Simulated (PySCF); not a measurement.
Level of theory: PBE-D3(BJ)/def2-TZVP // B3LYP-D3(BJ)/def2-TZVP in PySCF 2.14.0. Gas-phase values, no solvent. 

Reference species (SMILES): `Cl[Si](Cl)Br` (neutral, multiplicity 2).

- dipole moment: 0.45 D

Changed species: `[Si](Cl)(Cl)Cl` (radical fragment; the reference has radical fragment).

Question: Give the shifts of the dipole moment.

Answer: the dipole moment stays essentially unchanged.
